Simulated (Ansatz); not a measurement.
Compare A (`CCCCCCCO`) with its isomer B (`CCCC(O)CCC`).

Calculated with Ansatz (gas phase, PBE0-D4/def2-TZVP geometries, no zero-point term in ΔE). CBS: MP2 limit from def2 TZ/QZ plus the TZ coupled-cluster correction, frozen cores. Functionals use def2-TZVPP. B3LYP here is the variant with VWN-RPA as its local correlation; programs differ in this. Each species was taken in one conformer, which may not be the lowest.

(1) Which isomer does CCSD(T)/CBS put lower? Give the gap. (Best estimate.)

(2) Give E(B) − E(A) in kcal/mol with HF/def2-TZVPP, B3LYP, r2SCAN-D4, PBE-D4, CCSD/def2-TZVPP, B2PLYP, BLYP-D4. (Best estimate.)

Largest T1 diagnostic: 0.009.

## Answers

(1) Computed: B, by 3.8 kcal/mol.

(2) The calculation gave: HF/def2-TZVPP -2.8, B3LYP -3.3, r2SCAN-D4 -4.2, PBE-D4 -3.8, CCSD/def2-TZVPP -3.6, B2PLYP -3.6, BLYP-D4 -3.8. None reverses the order clearly.

In def2-TZVPP, CCSD(T) changes the Hartree–Fock value by −1.0 kcal/mol (the triples alone add −0.3 kcal/mol) and MP2 by −1.0 kcal/mol. At CCSD(T), def2-SVP lies −1.0 kcal/mol from the extrapolated value and def2-TZVPP −0.1 kcal/mol.
